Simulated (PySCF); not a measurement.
**Correlation energy of Pr (praseodymium, neutral)**

[Xe] 4f3 5d2, one real determinant (an excited configuration). All numbers are calculated (PySCF 2.14, scalar relativity by spin-free X2C-1e, in cc-pVDZ-X2C (8s7p5d3f1g, 84 functions)). Frozen: [Ar] 3d10; 31 electrons correlated.

MP2 pair energies summed by pair of shells (mhartree):

```csv
pair,energy,share (%)
4d-4d,-188.96,25.6
5p-5p,-104.34,14.1
4d-5p,-95.46,12.9
4f-5p,-66.07,9.0
4d-4f,-53.63,7.3
5p-5d,-38.53,5.2
5s-5p,-33.62,4.6
4p-4d,-24.52,3.3
4d-5s,-24.51,3.3
4f-4f,-15.63,2.1
4p-4p,-14.24,1.9
4f-5s,-13.19,1.8
4p-4f,-10.27,1.4
4f-5d,-10.25,1.4
4d-5d,-7.13,1.0
4s-4d,-6.97,0.9
4p-5p,-6.23,0.8
5s-5s,-5.90,0.8
5s-5d,-4.34,0.6
4p-5s,-4.03,0.5
5d-5d,-3.05,0.4
4s-4p,-2.44,0.3
4s-4f,-1.55,0.2
4s-4s,-1.16,0.2
4s-5p,-0.76,0.1
4p-5d,-0.45,0.1
4s-5s,-0.22,0.0
4s-5d,-0.05,0.0
```

Total MP2 correlation energy: -737.52 mhartree.

Same-spin part -283.02 and opposite-spin part -454.50 mhartree; SCS-MP2 scales them by 1/3 and 6/5 to -639.74 mhartree.

The reference is one real determinant that mixes LS terms of this configuration.

This basis was not built for core-valence correlation, so the inner-shell part is incomplete.
